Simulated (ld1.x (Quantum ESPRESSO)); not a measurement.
# vanadium: one change to a PAW potential, before and after

- Element: vanadium
- Generator: ld1.x (Quantum ESPRESSO) 7.5
- Type: PAW
- Functional: PBE
- Relativity: non-relativistic
- Frozen core: [Ne]
- Valence charge: 13
- Reference configuration: 3s2 3p6 3d3 4s2 4p0
- Partial waves: 3s (bound): rcut 1.50, rcutus 1.65 bohr; 4s (bound): rcut 1.50, rcutus 1.65 bohr; 3p (bound): rcut 1.60, rcutus 1.85 bohr; 4p (bound, empty): rcut 1.60, rcutus 1.85 bohr; 3d (bound): rcut 1.10, rcutus 1.20 bohr; 3d channel at 0.05 Ry: rcut 1.10, rcutus 1.20 bohr; 4f channel at -0.1 Ry: rcut 1.35, rcutus 1.70 bohr
- Local potential: all-electron potential smoothed inside 1.20 bohr (lloc = -2)
- Core correction: a·sin(br)/r model core, default radius (ld1.x builds one for every PAW set, though the input has nlcc=.false.)
- Augmentation charge: BESSEL, radius 0.90 bohr

Change: local potential all-electron potential smoothed inside 1.94 bohr (lloc = -2).

Cutoffs: the cutoffs (Ry, on a coarse ladder) from which the occupation-weighted sum of valence levels, in a spherical-Bessel basis at the reference potential, stays within 10 and 1 mRy of its value at 400 Ry; they do not see the model core or the augmentation charge, which bear on the density cutoff. Errors are all-electron minus pseudo energies relative to the spin-unpolarised reference configuration.

Problem. What does the change do?

Solution. The potential gets neither clearly harder nor softer (70 Ry and 110 Ry → 70 Ry and 110 Ry); the number of tests that count goes from 7 to 6; of the 6 tests that both files solve, the error grows in 1 and shrinks in 3 by more than 15 % and 0.3 meV (median size 1.1 → 0.7 meV); neither file shows a bound ghost at the reference potential, the only one tested.

| quantity | base | changed |
| --- | --- | --- |
| cutoff, loose | 70 Ry | 70 Ry |
| cutoff, tight | 110 Ry | 110 Ry |
| bound ghosts | none | none |
| tests counted (converged, no solver errors) | 7 of 7 | 6 of 7 |
| error for 3s2 3p6 3d3 4s1 4p0, meV [ΔE 7.66 eV] | +0.2 | +0.1 |
| error for 3s2 3p6 3d3 4s0 4p0, meV [ΔE 21.83 eV] | +1.3 | +0.6 |
| error for 3s2 3p6 3d2 4s2 4p0, meV [ΔE 11.20 eV] | +15 | +9.9 |
| error for 3s2 3p6 3d4 4s0 4p0, meV [ΔE 6.90 eV] | -0.9 | +1.1 |
| error for 3s2 3p6 3d4 4s1 4p0, meV [ΔE 0.40 eV] | +0.4 | +0.9 |
| error for 3s2 3p6 3d3 4s0 4p1, meV [ΔE 11.67 eV] | +6.3 | +0.2 |
| lowest overlap eigenvalue by channel | s 0.10, p 0.03, d 0.95, f 0.61 | s 0.11, p 0.09, d 0.99, f 0.94 |

Changed file: Tests not counted: 3s2 3p6 3d2 4s0 4p0 (solver errors, printed error -1094 eV).
